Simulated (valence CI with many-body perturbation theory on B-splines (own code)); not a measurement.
**Bi: calculated level list**

Level of theory: configuration interaction combined with many-body perturbation theory (CI+MBPT): five valence electrons over a frozen Dirac-Fock core [Xe] 4f14 5d10, radial functions for each j: 9 s, 9 p, 8 d, 6 f, 3 g, 1 h, with the one-electron correlation potential Σ1, the two-electron term Σ2, the three-electron term Σ3, Breit, model QED; selected CI, second order for the rest, scaled by the run's own slope (own B-spline code, finite nucleus).

Against 16 measured levels this calculation errs by 254 cm⁻¹ on average and by 606 at most. These come from a selection out of the NIST Handbook of Basic Atomic Spectroscopic Data. Levels without a partner in it may be off by more. Among the levels kept, up to 640 cm⁻¹ of a level comes from second order outside the variational space, and about a tenth of that is noise between levels of different J, which matters for small intervals.

Levels 1 to 24 of 24, with energies above the lowest level, (6s^2 6p1/2^2 6p3/2) J=3/2. "Leading %" is the weight of the configuration and term that name the level; weights of strongly mixed levels are sums over their largest components and can fall short. In the jj column 3d3/2^4 stands for four electrons in 3d with j = 3/2.

```csv
No.,Configuration,Term,J,E (cm⁻¹),Leading %,Leading jj,g
1,6s²6p³,⁴S°,3/2,0.0,54,6s^2 6p1/2^2 6p3/2 (83 %),1.633
2,6s²6p³,²D°,3/2,11537,56,6s^2 6p1/2 6p3/2^2 (85 %),1.243
3,6s²6p³,²D°,5/2,15548,94,6s^2 6p1/2 6p3/2^2 (94 %),1.201
4,6s²6p³,²P°,1/2,21652,94,6s^2 6p1/2 6p3/2^2 (94 %),0.666
5,6s²6p²7s,⁴P,1/2,32322,56,6s^2 6p1/2^2 7s (90 %),2.100
6,6s²6p³,²P°,3/2,33394,60,6s^2 6p3/2^3 (90 %),1.261
7,6s²6p²7p,⁴D°,1/2,40699,43,6s^2 6p1/2^2 7p1/2 (90 %),0.670
8,6s²6p²7p,⁴D°,3/2,42521,24,6s^2 6p1/2^2 7p3/2 (90 %),1.339
9,6s²6p²6d,⁴F,3/2,43528,36,6s^2 6p1/2^2 6d3/2 (86 %),0.802
10,6s²6p²6d,⁴D,5/2,44410,20,6s^2 6p1/2^2 6d5/2 (89 %),1.207
11,6s²6p²7s,⁴P,3/2,44864,83,6s^2 6p1/2 6p3/2 7s (92 %),1.687
12,6s²6p²7s,²P,1/2,45883,55,6s^2 6p1/2 6p3/2 7s (77 %),1.357
13,6s²6p²8s,⁴P,1/2,46767,44,6s^2 6p1/2^2 8s (77 %),1.907
14,6s²6p²7s,⁴P,5/2,48448,48,6s^2 6p1/2 6p3/2 7s (88 %),1.404
15,6s²6p²8p,⁴D°,1/2,49300,42,6s^2 6p1/2^2 8p1/2 (89 %),0.668
16,6s²6p²7s,²D,3/2,49366,39,6s^2 6p1/2 6p3/2 7s (73 %),1.011
17,6s²6p²8p,⁴D°,3/2,49904,22,6s^2 6p1/2^2 8p3/2 (90 %),1.334
18,6s²6p²7d,⁴F,3/2,50584,32,6s^2 6p1/2^2 7d3/2 (77 %),0.823
19,6s²6p²7d,²D,5/2,50680,22,6s^2 6p1/2^2 7d5/2 (89 %),1.202
20,5f6s²6p²,²F°,7/2,51317,23,5f7/2 6s^2 6p1/2^2 (90 %),1.143
21,5f6s²6p²,⁴G°,5/2,51323,33,5f5/2 6s^2 6p1/2^2 (91 %),0.857
22,6s²6p²9s,⁴P,1/2,51627,51,6s^2 6p1/2^2 9s (90 %),2.006
23,6s²6p²9p,⁴D°,1/2,52842,42,6s^2 6p1/2^2 9p1/2 (90 %),0.667
24,6s²6p²9p,⁴D°,3/2,53095,22,6s^2 6p1/2^2 9p3/2 (88 %),1.331
```

The ionisation energy to 6s²6p² ³P0 of the next ion comes out as 7.2213 eV (NIST: 7.28552 eV (measured), further off than twice its uncertainty). All 24 levels together are meant to be complete up to 53115 cm⁻¹.
